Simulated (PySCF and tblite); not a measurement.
The numbers below are computed, except where a source is named.
C₅H₃N₃, numbered as in [N:1]#[C:2][c:3]1[cH:4][cH:5][cH:6][n:7][n:8]1.

Level: PBE0-D3(BJ)/def2-SVP (IEF-PCM, dimethylsulfoxide)//GFN2-xTB, thermal terms from GFN2-xTB, symmetry numbers and mirror pairs counted. Conformers within 2.5 kcal/mol (GFN2-xTB free energy) were kept, 6 at most. GIAO shieldings: wB97X-D/pcSseg-1 (IEF-PCM, dimethylsulfoxide). Shifts are against TMS (¹H), TMS (¹³C) at the same level. Run with PySCF (density fitting) and tblite.

**Question.** Predict the averaged NMR shifts at 298.15 K.

**Answer.** ¹H: 9.90 (H6, 1H), 8.64 (H4, 1H), 8.36 (H5, 1H) ppm. ¹³C: 161.1 (C6), 147.5 (C3), 146.9 (C4), 136.9 (C5), 126.4 (C2) ppm.

Shifts are unscaled: against experiment ¹³C can be off by 15 ppm or more and ¹H by 0.8 ppm.
